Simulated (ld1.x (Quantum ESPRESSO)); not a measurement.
Rb (Z = 37): variants of one TM semilocal potential

Base potential:

Rb, norm-conserving Troullier–Martins (semilocal form), made with ld1.x (Quantum ESPRESSO) 7.5 (PBEsol, scalar-relativistic). Core [Ar] 3d10, reference 4s2 4p6 5s1 5p0. Waves: 4p (bound): rc 2.80 bohr; 4d channel at 0.4 Ry: rc 3.05 bohr; 4s (bound): rc 1.50 bohr. Local part: the s channel. Core correction: Bessel-smoothed model core inside 0.70 bohr.

Occupied shells without a wave of their own: 5s. They enter only through the test configuration that unscreens the potential, and ld1.x also counts them in the model core charge.

Cutoffs, loose and tight: the cutoffs (Ry, on a coarse ladder) from which the occupation-weighted sum of valence levels, in a spherical-Bessel basis at the reference potential, stays within 10 and 1 mRy of its value at 400 Ry. They do not see the model core or the augmentation charge, which bear on the density cutoff. Test errors are all-electron minus pseudo excitation energies from the reference, over the configurations 4s2 4p6 5s0 5p0; 4s2 4p6 5s0.5 5p0; 4s2 4p6 5s0 5p1; 4s1 4p6 5s1 5p0; 4s2 4p5 5s1 5p0. A dash means not determined; rows that change the core or the reference have their own tests. The largest error is taken over the tests solved by every variant that gives reliable tests at all: 4s1 4p6 5s1 5p0; 4s2 4p5 5s1 5p0; 4s2 4p6 5s0 5p0; 4s2 4p6 5s0.5 5p0.

With those shells counted twice in exchange and correlation these files are broken, and their errors move erratically; no question is asked of them.

A true bound ghost makes a file unfit for plane-wave use even where its test errors are small: the radial tests pick states by their node count and pass the ghost by. Where a test does run into it, the solver fails or the error is huge.

Cutoffs are not given where the Bessel-basis levels miss the radial ones by over 6 mRy, ghosts where they miss by over 20 mRy; a channel whose overlap is not positive is not tested.

A semilocal file is local in each channel, so a ghost entry of none says nothing of the separable form that plane-wave codes build from it.

```csv
change,outcome,"cutoff, loose","cutoff, tight",bound ghosts,largest test error (meV)
base,generated,50 Ry,90 Ry,none,-233
"all radii but the core radius scaled by about 0.76 (s 1.14, p 2.12, d 2.30 bohr)",generated,60 Ry,140 Ry,none,-226
"all radii but the core radius scaled by about 0.81 (s 1.22, p 2.28, d 2.48 bohr)",generated,55 Ry,110 Ry,none,-223
"all radii but the core radius scaled by about 0.90 (s 1.34, p 2.52, d 2.74 bohr)",generated,55 Ry,100 Ry,none,-221
"all radii but the core radius scaled by about 0.95 (s 1.42, p 2.66, d 2.90 bohr)",generated,55 Ry,100 Ry,none,-224
"all radii but the core radius scaled by about 1.11 (s 1.66, p 3.12, d 3.40 bohr)",generated,45 Ry,60 Ry,none,-263
"all radii but the core radius scaled by about 1.17 (s 1.76, p 3.28, d 3.58 bohr)",generated,40 Ry,55 Ry,none,-288
"all radii but the core radius scaled by about 1.24 (s 1.86, p 3.48, d 3.80 bohr)",generated,–,–,not determined,-325
"all radii but the core radius scaled by about 1.33 (s 2.00, p 3.74, d 4.06 bohr)",generated,–,–,d,-405
"all radii but the core radius scaled by about 1.38 (s 2.06, p 3.86, d 4.20 bohr)",generated,18 Ry,40 Ry,none,-440
```

Reading the sweep of the scale of all radii but the core radius (base = 1) (base included, trends over the rows without a ghost): The loose cutoff falls from 60 Ry at 0.76 to 18 Ry at 1.38. A larger radius leaves more room for a smooth pseudo-wave, so fewer plane waves are needed; a smaller one forces it to follow the all-electron wave where it bends sharply. Bound ghosts are found at 1.33.
